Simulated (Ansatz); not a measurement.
CH5FOSeSi (`CO[SiH](F)[SeH]`). The species carries charge 0 and has multiplicity 1. The geometry is a stationary point of PBE0-D4/def2-TZVP. It is one conformer, not always the lowest.

```xyz
10

C    -0.761   -1.311    0.368
O     0.206   -0.747   -0.492
Si    0.376    0.827   -0.840
F     1.667    0.891   -1.759
Se    0.615    2.109    1.011
H    -1.762   -1.248   -0.070
H    -0.508   -2.362    0.512
H    -0.769   -0.809    1.340
H    -0.767    1.390   -1.591
H     1.703    1.260    1.520
```

What is the dipole moment at B3LYP/def2-TZVPP? (Estimate.)

The calculation gave: 2.21 D, with components (-1.56, -0.93, 1.27) D in this frame, pointing from negative to positive charge.

And with PBE, r2SCAN, ωB97M-V? (Best estimate.)

Computed: PBE 2.09 D, r2SCAN 2.15 D, ωB97M-V 2.20 D.

Give the Mulliken charges with B3LYP, r2SCAN, PBE in def2-TZVPP. (An estimate is asked.)

Computed: 
```csv
atom,B3LYP,r2SCAN,PBE
C1,-0.12,0.00,-0.14
O2,-0.35,-0.35,-0.27
Si3,0.67,0.69,0.56
F4,-0.30,-0.30,-0.26
Se5,-0.19,-0.21,-0.18
H6,0.10,0.06,0.10
H7,0.12,0.07,0.11
H8,0.10,0.07,0.09
H9,-0.09,-0.10,-0.09
H10,0.06,0.07,0.07
```

B3LYP here is the variant with VWN-RPA as its local correlation; programs differ in this.
